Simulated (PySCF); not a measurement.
BiCl₂, SMILES [Cl][Bi+][Cl] (connectivity only; charge and spin as stated), charge +1, multiplicity 1.

Geometry optimised at PBE0-D3(BJ)/def2-TZVP. The multiplicity is an assumed one; other spin states were not compared. The isomer is the one that the SMILES or the coordinates give; other isomers of the formula were not compared. The def2 effective core potentials stand for the cores of Bi; spin–orbit coupling is left out.

Level of theory: CAM-B3LYP/def2-TZVPD (PySCF).

Symmetry labels are those of the subgroup C2v that the program uses (full group C2v).

Problem. List the valence orbital energies around the gap with their symmetry. (Estimate from the structure and the level; the computed values follow.)

Solution. 
```
orbital  symmetry  energy (eV)
-------  --------  -----------
HOMO−7         B2       -29.81
HOMO−6         A1       -24.67
HOMO−5         B2       -18.10
HOMO−4         A1       -17.42
HOMO−3         B1       -17.00
HOMO−2         A2       -16.18
HOMO−1         A1       -15.99
HOMO           B2       -15.97
LUMO           B1        -9.15
LUMO+1         A1        -6.32
LUMO+2         B2        -6.20
LUMO+3         A1        -3.58
```
